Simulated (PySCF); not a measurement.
## Correlation energy of In⁺ (indium, charge +1)

Starting occupation: [Kr] 4d10 5s2. Computed with PySCF 2.14 in x2c-TZVPall-2c with one added diffuse shell each of s, p, d, f type (9s10p6d3f, 90 functions), with X2C-1e with screened-nucleus spin-orbit coupling, Gaussian nucleus. Frozen: [Ar] 3d10; 20 electrons correlated; the 6 highest virtual spinors left out.

MP2 pair energies summed by pair of shells (mhartree):

```tsv
pair	energy	share (%)
4d3/2-4d5/2	-86.98	22.1
4d5/2-4d5/2	-62.74	15.9
4d5/2-5s1/2	-43.18	11.0
4d3/2-5s1/2	-28.18	7.2
4d5/2-4p3/2	-27.22	6.9
4d3/2-4d3/2	-26.42	6.7
5s1/2-5s1/2	-23.04	5.8
4d3/2-4p3/2	-18.30	4.6
4d5/2-4p1/2	-13.40	3.4
4p1/2-4p3/2	-9.97	2.5
4p3/2-4p3/2	-9.84	2.5
4d3/2-4p1/2	-8.61	2.2
4d5/2-4s1/2	-8.36	2.1
4p3/2-4s1/2	-6.95	1.8
4d3/2-4s1/2	-5.53	1.4
4p3/2-5s1/2	-4.93	1.3
4p1/2-4s1/2	-3.49	0.9
4p1/2-4p1/2	-2.30	0.6
4p1/2-5s1/2	-2.17	0.6
4s1/2-4s1/2	-1.69	0.4
4s1/2-5s1/2	-0.64	0.2
```

Total MP2 correlation energy: -393.93 mhartree.

This basis was not built for core-valence correlation, so the inner-shell part is incomplete.
